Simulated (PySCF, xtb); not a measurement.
Sb(Me)3 cation (C3H9Sb), SMILES [CH3][Sb]([CH3])[CH3] (connectivity only; charge and spin as stated), charge +1, multiplicity 2.

Harmonic wavenumbers (cm⁻¹) from xtb with GFN2-xTB at its own minimum, in rising order: 62, 84, 93, 117, 118, 135, 452, 484, 484, 730, 731, 733, 798, 798, 802, 1219, 1220, 1241, 1368, 1379, 1379, 1393, 1393, 1401, 2996, 2998, 3017, 3033, 3036, 3036, 3039, 3041, 3042.

What does PBE-D3(BJ)/def2-SVP (PySCF) give at its own minimum? (The exact figures need the calculation; the answer reports its results.)

78, 84, 84, 136, 138, 138, 481, 514, 514, 701, 701, 718, 828, 829, 829, 1158, 1158, 1192, 1335, 1348, 1348, 1365, 1365, 1381, 2982, 2982, 2984, 3107, 3107, 3110, 3136, 3137, 3137. Paired by order, the mean absolute difference is 37 cm⁻¹ and the zero-point energies are 65.5 and 65.9 kcal/mol.
